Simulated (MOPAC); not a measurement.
Input file for MOPAC: PM7 on WF+, 2S+1 = 5, a spin state set in the input, which need not be the lowest, a point of a bond scan (R = 1.891 Å). Charge +1.

```
PM7 1SCF PRECISE CHARGE=1 UHF MS=2 THREADS=1
FW

W      0.00000000 1     0.00000000 1     0.00000000 1
F      0.00000000 1     0.00000000 1     1.89058400 1
```

Output:

```
*******************************************************************************
 **                                                                           **
 **                              MOPAC v23.2.5                                **
 **                                                                           **
 *******************************************************************************
 ** MOPAC's Digital Object Identifier: https://doi.org/10.5281/zenodo.6511958 **
 **                                                                           **
 ** Please cite the open-source release paper for use of this MOPAC version:  **
 ** J. E. Moussa and J. J. P. Stewart (2026)                                  **
 ** MOPAC: An open-source semiempirical molecular orbital program             **
 ** J. Open Source Softw., 11(119), 8025, https://doi.org/10.21105/joss.08025 **
 *******************************************************************************

                              PM7 CALCULATION RESULTS

 *******************************************************************************
 *  PM7        - The PM7 Hamiltonian to be used
 *  UHF        - UNRESTRICTED HARTREE-FOCK CALCULATION
 *
 *
 *
 *                 CHARGE ON SYSTEM = +1
 *
 *
 *
 *  MS=        - IN MECI, MAGNETIC COMPONENT OF SPIN =  2.0
 *  PRECISE    - TIGHTER CRITERIA TO BE USED
 *  1SCF       - DO 1 SCF AND THEN STOP
 *  THREADS=1  - MULTI-THREADING NOT USED
 *  T=         - A TIME OF 172800.0 SECONDS REQUESTED
 *  DUMP=N     - RESTART FILE WRITTEN EVERY 7200.0 SECONDS REQUESTED
 *******************************************************************************
PM7 1SCF PRECISE CHARGE=1 UHF MS=2 THREADS=1
 FW

   ATOM   CHEMICAL          X               Y               Z
  NUMBER   SYMBOL      (ANGSTROMS)     (ANGSTROMS)     (ANGSTROMS)

     1       W          0.00000000  *   0.00000000  *   0.00000000  *
     2       F          0.00000000  *   0.00000000  *   1.89058400  *



          CARTESIAN COORDINATES

    NO.       ATOM           X           Y           Z

     1         W          0.0000      0.0000      0.0000
     2         F          0.0000      0.0000      1.8906

 General Reference for PM7:
 "Optimization of Parameters for Semiempirical Methods VI: More Modifications to the
 NDDO Approximations and Re-optimization of Parameters", J. J. P. Stewart, J. Mol. Mod., 1:32, 19 (2013)
 https://link.springer.com/article/10.1007/s00894-012-1667-x

           Empirical Formula: W F  =     2 atoms



      MOLECULAR POINT GROUP   :   C*v


          UHF CALCULATION, NO. OF ALPHA ELECTRONS =    8
                           NO. OF BETA  ELECTRONS =    4

 -------------------------------------------------------------------------------
 PM7 1SCF PRECISE CHARGE=1 UHF MS=2 THREADS=1
 FW



     1SCF WAS SPECIFIED, SO BFGS WAS NOT USED
     SCF FIELD WAS ACHIEVED


                              PM7 CALCULATION
                                                       MOPAC v23.2.5 Linux




          FINAL HEAT OF FORMATION =        328.06968 KCAL/MOL =    1372.64356 KJ/MOL


          COSMO AREA              =         89.77 SQUARE ANGSTROMS
          COSMO VOLUME            =         77.90 CUBIC ANGSTROMS

          IONIZATION POTENTIAL    =         16.970290 EV
          ALPHA SOMO LUMO (EV)    =        -16.970 -9.536
          BETA  SOMO LUMO (EV)    =        -21.133 -7.096
          NO. OF ALPHA ELECTRONS  =          8
          NO. OF BETA  ELECTRONS  =          4
          MOLECULAR WEIGHT        =        202.8484         POINT GROUP:  C*v

          MOLECULAR DIMENSIONS (Angstroms)

            Atom       Atom       Distance
            F     2    W     1     1.89058
            F     2    W     1     0.00000
            W     1    F     2     0.00000


          SCF CALCULATIONS        =          1





   ATOM   CHEMICAL          X               Y               Z
  NUMBER   SYMBOL      (ANGSTROMS)     (ANGSTROMS)     (ANGSTROMS)

     1       W          0.00000000  *   0.00000000  *   0.00000000  *
     2       F          0.00000000  *   0.00000000  *   1.89058400  *

                             CARTESIAN COORDINATES

   1    W        0.000000000     0.000000000     0.000000000
   2    F        0.000000000     0.000000000     1.890584000


           Empirical Formula: W F  =     2 atoms



      MOLECULAR POINT GROUP   :   C*v


          ALPHA EIGENVALUES
 -45.77532 -21.91014 -21.88813 -21.88813 -19.16861 -16.99498 -16.97029 -16.97029
  -9.53646  -6.24561  -4.99530  -4.99530  -1.99257


           BETA EIGENVALUES
 -45.48106 -21.66834 -21.13259 -21.13259  -7.09634  -6.47702  -5.93656  -5.93656
  -5.66750  -2.38020  -1.40453  -1.40453   0.37509


              NET ATOMIC CHARGES AND DIPOLE CONTRIBUTIONS

  ATOM NO.   TYPE          CHARGE      No. of ELECS.   s-Pop       p-Pop       d-Pop
    1          W           1.353019        4.6470     0.35793     0.25912     4.02993
    2          F          -0.353019        7.3530     1.93554     5.41748
 DIPOLE           X         Y         Z       TOTAL
 POINT-CHG.     0.000     0.000    -4.056     4.056
 HYBRID        -0.000    -0.000     1.157     1.157
 SUM           -0.000    -0.000    -2.899     2.899


          ATOMIC ORBITAL ELECTRON POPULATIONS

     Atom    s        px        py        pz      x^2-y^2     xz        z^2       yz        xy
    1  W   0.35793   0.05815   0.05815   0.14282   1.00000   1.04918   0.93157   1.04918   0.00000
    2  F   1.93554   1.89267   1.89267   1.63214


                    (SZ)    =    2.000000
                    (S**2)  =    6.009148


          ATOMIC ORBITAL SPIN POPULATIONS

    Atom   Total    s     px     py     pz   x^2-y^2  xz     z^2    yz     xy
         Atomic
    1  W  3.9473  0.222  0.032  0.032  0.057  1.000  0.914  0.777  0.914  0.000
    2  F  0.0527  0.009  0.054  0.054 -0.064

 **********************
 *                    *
 * JOB ENDED NORMALLY *
 *                    *
 **********************




 == MOPAC DONE ==
```

The run finished.

Cost: roughly 0.020 core-seconds.
